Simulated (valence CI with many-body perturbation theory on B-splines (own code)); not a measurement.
# Which ion has this spectrum?

A relativistic CI+MBPT calculation for an atom or ion with 40 electrons gives these levels (cm⁻¹):

| J | Parity | E | g |
| --- | --- | --- | --- |
| 0 | even | 0 |  |
| 1 | even | 190654 | 1.50 |
| 4 | even | 235370 | 1.07 |
| 2 | even | 241613 | 1.21 |
| 3 | even | 253362 | 1.13 |
| 0 | even | 412786 |  |
| 2 | even | 415383 | 1.27 |
| 4 | even | 424817 | 1.15 |
| 3 | even | 429116 | 1.18 |
| 5 | even | 445771 | 1.08 |
| 6 | even | 458460 | 1.07 |
| 1 | even | 458987 | 1.08 |
| 3 | even | 471796 | 1.07 |
| 4 | even | 474942 | 1.03 |

The energies are calculated, and their last digits are not significant.

Q: Which is it?
A. Tl41+
B. Hg40+
C. Au39+
D. Bi43+

A: B. Hg40+, ground level (4d3/2^4) J=0.
